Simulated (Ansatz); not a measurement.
`C[S][Al]([CH3])[F]` + `C#C[Si](Cl)(Cl)Cl` → `C[S][Al]([F])[Cl]` + `C#C[Si](C)(Cl)Cl`  (redistribution)

Program: Ansatz. Geometries: PBE0-D4/def2-TZVP. ΔE: electronic, gas phase. CBS: MP2 limit from def2 TZ/QZ plus the TZ coupled-cluster correction, frozen cores. DFT in def2-TZVPP. Each species was taken in one conformer, which may not be the lowest.

| level | ΔE (eV) |
| --- | --- |
| BHLYP-D4 | -0.83 |
| RPA@PBE/def2-TZVPP | -0.79 |

(1) What does CCSD(T)/CBS give? (An estimate is asked.)

Largest T1 diagnostic among the species: 0.011.

Results:

(1) The calculation gave: -0.80 eV. The listed levels differ from it by -0.03, 0.01 eV.

At CCSD(T), def2-SVP lies −0.06 eV from the extrapolated value and def2-TZVPP −0.01 eV. From BLYP to BHLYP (50 % exact exchange), in def2-TZVPP and without D4, ΔE moves by −0.09 eV. In def2-TZVPP, CCSD(T) changes the Hartree–Fock value by +0.13 eV (the triples alone add +0.02 eV) and MP2 by +0.15 eV.
